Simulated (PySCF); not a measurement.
Species: C₃H₁₃BOSi.
Atom-mapped SMILES: `[CH3:1][O+:2]([CH3:3])[BH2-:4][CH2:5][SiH3:6]` (hydrogens: H7, H8, H9 on C1; H10, H11, H12 on C3; H13, H14 on B4; H15, H16 on C5; H17, H18, H19 on Si6)

Level of theory: TDDFT PBE0/def2-SVPD, vertical, gas phase, core orbitals frozen in the response in PySCF. One conformer (not necessarily the lowest) at the PBE0-D3(BJ)/def2-SVP geometry, without solvent, vibrations or thermal averaging. Torsions of this conformer, `[CH3:1][O+:2]([CH3:3])[BH2-:4][CH2:5][SiH3:6]`: C1–O2–B4–C5 -157°, O2–B4–C5–Si6 47°.

Q: Predict the UV-vis stick spectrum at this level.

A: 

| state | E (eV) | E (kJ/mol) | λ (nm) | f | main configurations (H = HOMO, L = LUMO) |
| --- | --- | --- | --- | --- | --- |
| S1 | 6.79 | 655 | 182.5 | 0.029 | H→L (94%) |
| S2 | 7.18 | 693 | 172.7 | 0.012 | H→L+1 (92%) |
| S3 | 7.42 | 716 | 167.0 | 0.0083 | H-1→L (59%), H→L+2 (34%) |
| S4 | 7.47 | 721 | 166.0 | 0.024 | H→L+2 (53%), H-1→L (31%) |
| S5 | 7.76 | 748 | 159.8 | 0.0014 | H→L+3 (76%), H-1→L+1 (8%) |
| S6 | 7.81 | 754 | 158.7 | 0.011 | H-1→L+1 (75%), H→L+3 (11%) |

The lowest singlet comes at 183 nm (655 kJ/mol) in the vacuum ultraviolet; it is weak; its leading configuration is HOMO→LUMO (94%). The lowest level is also the most intense of those listed (f = 0.029). Löwdin shares by element: HOMO boron 26%, hydrogen 20% or more, carbon 20% or more, silicon 11% (atoms not listed hold the other 22%); LUMO carbon 28% or more, boron 10%, hydrogen 9% or more (atoms not listed hold the other 52%). Orbital energies (eV): HOMO-3 -8.87, HOMO-2 -8.72, HOMO-1 -8.10, HOMO -7.46, LUMO 0.30, LUMO+1 0.88, LUMO+2 0.98. The listed states span 1.02 eV, and the widest gap between neighbours is 0.39 eV (S1 to S2). The oscillator strengths of these states sum to 0.086; summed over the whole spectrum of an exact calculation they would give the number of electrons, 58 (Thomas–Reiche–Kuhn). Singlets were solved by full linear response.

Rough CPU time on one thread of a shared machine: about 1.6 min.
